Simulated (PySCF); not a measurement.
Geometry:
```
atom   x (Å)   y (Å)   z (Å)
  F1   3.235   0.771  -0.242
  C2   1.979   0.370  -0.125
  C3   1.497  -0.871   0.167
  C4   0.093  -0.672   0.149
  O5  -1.069  -1.318   0.319
  C6  -2.035  -0.384   0.125
  C7  -1.533   0.853  -0.166
  C8  -0.134   0.665  -0.151
  O9   1.040   1.317  -0.322
 H10   2.061  -1.758   0.358
 H11  -3.048  -0.719   0.221
 H12  -2.086   1.747  -0.359
```

Geometry: GFN2-xTB; GIAO shifts from PySCF, gas phase, non-relativistic, averaged over equivalent atoms.

At B97-2/def2-SVP (141 basis functions, roughly 40 core-seconds):
| atoms | δ (ppm) |
| --- | --- |
| F1 | -94.9 |
| C2 | 157.5 |
| C4 | 143.8 |
| C8 | 134.5 |
| C6 | 134.4 |
| C7 | 95.6 |
| C3 | 74.4 |
| O5 | 229.4 |
| O9 | 214.4 |
| H11 | 7.01 |
| H12 | 6.30 |
| H10 | 5.63 |

Referencing at the same level of theory: ¹⁹F (208.80 ppm) against CFCl3; ¹³C (195.17 ppm), ¹H (31.92 ppm) against TMS; ¹⁷O (341.56 ppm) vs H2O.

What do these become at B3LYP/pcseg-1?

Answers


```tsv
atoms	δ at B3LYP/pcseg-1	change
F1	-115.7	-20.8
C2	167.3	+9.8
C4	153.3	+9.5
C8	143.5	+9.0
C6	142.5	+8.1
C7	101.2	+5.6
C3	78.8	+4.4
O5	239.9	+10.5
O9	226.0	+11.6
H11	7.40	+0.39
H12	6.53	+0.23
H10	5.92	+0.29
```

Shifts are taken against calculated references (same method and geometry level): CFCl3 for ¹⁹F (178.05 ppm); TMS for ¹³C (192.51 ppm), ¹H (31.95 ppm); ¹⁷O (338.96 ppm) vs H2O.

The largest change is at F1 (aryl fluorine). Cost: 141 basis functions, roughly 50 core-seconds. The order of the carbon signals is the same at both levels.

Unscaled 19F shifts against computed CFCl3 carry errors that often reach 10 to 50 ppm. Experimental scales use liquid or dissolved standards, which lie at an offset from isolated H2O (liquid H2O: subtract about 36 ppm).
